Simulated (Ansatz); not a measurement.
A run for Ansatz (a quantum-chemistry and plane-wave program): SC-NEVPT2 on CASSCF(2,2)/def2-TZVPP on H5NSn (SMILES [NH2][SnH3]), a point of a bond scan (R = 4.614 Å). Elements past Kr take the def2 small-core potentials; no spin–orbit coupling.

Ansatz 0.2 input:
```yaml
crystal:
  periodic: [false, false, false]
  atoms:
    - {symbol: Sn, position_ang: [-0.28215657, 0.02775224, 0.02377762]}
    - {symbol: N, position_ang: [1.74303182, -0.14346269, -0.23754058]}
    - {symbol: H, position_ang: [-2.18249425, -2.81576561, -3.07290325]}
    - {symbol: H, position_ang: [-0.65127624, 1.66593101, -0.29253503]}
    - {symbol: H, position_ang: [-0.81069646, -0.39503089, 1.60666677]}
    - {symbol: H, position_ang: [2.08100846, -1.08855163, -0.09745354]}
    - {symbol: H, position_ang: [2.27355521, 0.45968091, 0.38036592]}
basis:
  gaussian:
    orbitals: def2-TZVPP
    pivot_positions_ang: [[-0.28215657, 0.02775224, 0.02377762], [1.74303182, -0.14346269, -0.23754058], [-2.18249425, -2.81576561, -3.07290325], [-0.65127624, 1.66593101, -0.29253503], [-0.81069646, -0.39503089, 1.60666677], [2.08100846, -1.08855163, -0.09745354], [2.27355521, 0.45968091, 0.38036592]]
magnetization: {spin_polarized: false}
correlation: {method: sc_nevpt2, electrons: outside_noble_gas, active_space: {window: {electrons: 2, orbitals: 2}}}
output: {orbitals: {seedname: ./end}}
```

Q: Predict the final total energy.

A: -270.9333 hartree.

Q: How many basis functions does it have, and what does it roughly cost on one machine?

A: 151 functions; around 12 core-seconds (rough).
